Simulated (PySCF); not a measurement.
How methods differ on the ionisation energy of C⁺

C⁺ [He] 2s2 2p1 (2P) → C²⁺ [He] 2s2 (1S), as a difference of total energies. Calculation: PySCF 2.14, in def2-TZVP (5s3p2d1f, 31 functions); the non-relativistic Hamiltonian (point nucleus). Correlated levels: valence: 1s2 frozen. The calculations carry no spin-orbit coupling.

Problem. Order these methods by the ionisation energy they give, lowest first.
A. MP2 (valence)
B. CCSD(T) (valence)
C. r2SCAN
D. SCS-MP2 (valence)

Solution. B (24.234 eV), D (24.335 eV), A (24.372 eV), C (25.003 eV).

Errors of the correlated levels include the incompleteness of this basis and the frozen core.

The coupled-cluster amplitudes are large for C²⁺ (T1 above 0.03 or a double amplitude above 0.15), so a single reference is strained.

For comparison: 24.378 eV (measured; NIST levels, between the centres of gravity of the two terms).
